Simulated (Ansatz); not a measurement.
Calculated with Ansatz (gas phase, PBE0-D4/def2-TZVP geometries, no zero-point term in ΔE). CCSD(T)/CBS is the MP2 limit (def2-TZVPP, def2-QZVPP) plus CCSD(T) − MP2 in def2-TZVPP, frozen cores. Functionals use def2-TZVPP. HSE06 is defined as in plane-wave codes. For Br outer-core shells are correlated without core-valence functions, which leaves a few kJ/mol of doubt a bond. Scalar relativity is left out up to krypton.

Consider the silylene formation by 1,1-elimination: `Br[Si](Br)(Br)Br` → Br₂ + `Br[Si]Br`.

`Br[Si](Br)(Br)Br`:

Cartesian coordinates in Å:
```
Br 0.402 -1.942 0.938
Si 0.000 0.000 0.000
Br -0.886 -0.315 -1.982
Br -1.394 1.142 1.251
Br 1.878 1.115 -0.207
```

Br₂:

Cartesian coordinates in Å:
```
Br 0.951 -0.114 -0.619
Br -0.951 0.114 0.619
```

`Br[Si]Br`:

Cartesian coordinates in Å:
```
Br 1.018 1.336 0.673
Si 0.112 -0.721 0.599
Br -1.130 -0.615 -1.273
```

```csv
level,ΔE (kJ/mol),difference from CCSD(T)/CBS
r2SCANh-D4,419.0,8.4
PBE-QIDH,431.0,20.4
revPBE,343.2,-67.4
r2SCAN,409.9,-0.7
r2SCAN0,421.6,11.0
HSE06,391.7,-18.9
HF/def2-SVP,385.3,-25.3
SCS-MP2/def2-TZVPP,415.3,4.7
HF/CBS(def2),384.1,-26.5
CCSD/CBS(def2),409.7,-0.9
CCSD(T)/CBS,410.6,0
```

(1) What do rigid-rotor, harmonic-oscillator terms from PBE0-D4/def2-TZVP frequencies (298.15 K, 1 bar) make of the CCSD(T)/CBS value? (An estimate is asked.)

Largest T1 diagnostic among the species: 0.010.

Results:

(1) Computed: ΔZPE = -6.2 kJ/mol, ΔH = +405.1 kJ/mol, ΔS = 171 J/(mol·K), ΔG = +354.1 kJ/mol.

In def2-TZVPP, CCSD(T) changes the Hartree–Fock value by +11.9 kJ/mol (the triples alone add +0.9 kJ/mol) and MP2 by +52.5 kJ/mol. At CCSD(T), def2-SVP lies −29.8 kJ/mol from the extrapolated value and def2-TZVPP −10.6 kJ/mol. Leaving LDA and LC-ωPBE aside and taking each functional with its dispersion term where it has one, the values, not all of them listed here, spread over 80.5 kJ/mol, from BLYP-D4 to PBE-QIDH. LDA lies +45.2 kJ/mol from PBE without D4.
